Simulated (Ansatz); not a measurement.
`N[SiH]1CS1` + HCl → `Cl[SiH]1CS1` + NH₃ at 600 K and 1 bar (ligand exchange at the Si–N bond).

Program: Ansatz. Geometries: PBE0-D4/def2-TZVP. ΔE: electronic, gas phase. CBS: MP2 limit from def2 TZ/QZ plus the TZ coupled-cluster correction, frozen cores. This one scheme is used for every species. Each species was taken in one conformer, which may not be the lowest.

```csv
species,CCSD(T)/CBS energy (Eh),H − E (kJ/mol),S (J/(mol·K))
`N[SiH]1CS1`,-782.65285,219.0,395.8
HCl,-460.38127,35.4,207.2
`Cl[SiH]1CS1`,-1186.53914,147.5,377.7
NH₃,-56.50880,112.4,219.5
```

H − E and S are ideal-gas, rigid-rotor, harmonic terms from PBE0-D4/def2-TZVP, for one conformer and one mirror image of each species. 1 Eh = 2625.50 kJ/mol, R = 8.31446 J/(mol·K).

**Question.** By hand: ΔE, ΔH, ΔS and ΔG.

**Answer.** ΔE = (-1186.53914) + (-56.50880) − (-782.65285) − (-460.38127) = -0.01382 Eh = -36.3 kJ/mol. Δ(H − E) = 147.5 + 112.4 − 219.0 − 35.4 = 5.5, so ΔH = -30.8 kJ/mol. ΔS = 377.7 + 219.5 − 395.8 − 207.2 = -5.8 J/(mol·K). ΔG = -30.8 − 600 × (-5.8)/1000 = -27.3 kJ/mol.

**Question.** By hand: the equilibrium constant, and the temperature at which ΔG would vanish if ΔH and ΔS stayed fixed.

**Answer.** log₁₀ K = −ΔG/(RT ln 10) = 2.4. ΔG = 0 at ΔH/ΔS = 5310 K, far beyond where these terms or the molecules hold.

The number of gas molecules stays the same, so ΔS is small and ΔH decides. A doubt of 5 kJ/mol in ΔE shifts log₁₀ K by 0.4 here. Other conformers and mirror images would add mixing entropy, several J/(mol·K) or more a flexible species. These are equilibria of isolated gas molecules and say nothing of rates. Largest T1 diagnostic: 0.011 (customary marks: 0.02 for closed shells, 0.045 for open ones).
